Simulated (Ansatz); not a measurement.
A set of 12 reactions (hydrolysis), with CCSD(T)/CBS values in kJ/mol:

```
                                               reaction      ΔE
             `CCC(C)C(=O)O` + H₂O → CH₃OH + `CCCC(=O)O`    66.0
`[F][GeH]([SH])[Cl]` + H₂O → `[OH][GeH]([F])[SH]` + HCl    33.1
            `C=C=C[CH2][GeH3]` + H₂O → `C=C=CCO` + GeH₄    75.8
            `CC[NH][SnH3]` + H₂O → `[OH][SnH3]` + `CCN`   -19.9
          `[NH2][Mg][SH]` + H₂O → `[NH2][Mg][OH]` + H₂S    17.6
                 `CC[Se]C=N` + H₂O → `N=CO` + `CC[SeH]`    -5.1
                      `NC(O)BF` + H₂O → `NC(O)O` + `BF`    23.4
        `C[CH2][Ge][Cl]` + H₂O → `C[CH2][Ge][OH]` + HCl    43.9
                `S[SiH]1BO1` + H₂O → `O[SiH]1BO1` + H₂S   -31.0
       `[BH2][AlH][CH3]` + H₂O → `[CH3][AlH][OH]` + BH₃  -170.2
          `C[O][Ge][SH]` + H₂O → `[OH][Ge][SH]` + CH₃OH    -0.2
          `BO[Si](C)(O)O` + H₂O → `BO[Si](O)(O)O` + CH₄  -108.6
```

Isolated molecules relaxed with PBE0-D4/def2-TZVP in Ansatz; ΔE leaves out vibrations. CBS: MP2 limit from def2 TZ/QZ plus the TZ coupled-cluster correction, frozen cores. This one scheme is used for every species. Functionals use def2-TZVPP. B3LYP here is the variant with VWN-RPA as its local correlation; programs differ in this. Elements past krypton have def2 core potentials. For Ge, Mg, Se, Sn outer-core shells are correlated without core-valence functions, which leaves a few kJ/mol of doubt a bond. Scalar relativity is left out up to krypton. One conformer a species, not always the lowest.

(1) Give the mean, mean absolute and largest difference (level minus CCSD(T)/CBS, kJ/mol) for: PBE-D4, B3LYP-D4, ωB97X-V, ωB97M-V, PBE, B3LYP, HF/def2-TZVPP, MP2/def2-TZVPP, SCS-MP2/def2-TZVPP, CCSD/def2-TZVPP, CCSD(T)/def2-TZVPP, MP2/def2-QZVPP, MP2/CBS(def2), CCSD/CBS(def2). (An estimate is asked.)

The largest T1 diagnostic in the set is 0.016, for `S[SiH]1BO1` (customary mark 0.02).

CCSD(T)/CBS is a level of theory with its own doubt, and the functionals carry their triple-zeta basis error, so these figures describe this set and don't rank the functionals.

Results:

(1) Computed: 
| level | mean | mean absolute | largest |
| --- | --- | --- | --- |
| PBE-D4 | 0.7 | 6.6 | 15.0 |
| B3LYP-D4 | -5.1 | 5.2 | -13.6 |
| ωB97X-V | -7.4 | 7.4 | -17.9 |
| ωB97M-V | -5.6 | 5.6 | -14.9 |
| PBE | -2.4 | 8.0 | -16.8 |
| B3LYP | -10.0 | 10.0 | -22.1 |
| HF/def2-TZVPP | -16.4 | 17.6 | -34.7 |
| MP2/def2-TZVPP | -1.3 | 3.6 | -13.4 |
| SCS-MP2/def2-TZVPP | -5.8 | 5.8 | -13.7 |
| CCSD/def2-TZVPP | -5.5 | 5.5 | -9.4 |
| CCSD(T)/def2-TZVPP | -3.6 | 3.6 | -7.1 |
| MP2/def2-QZVPP | 0.7 | 3.5 | -12.5 |
| MP2/CBS(def2) | 2.3 | 4.5 | -11.4 |
| CCSD/CBS(def2) | -1.9 | 2.1 | -4.7 |
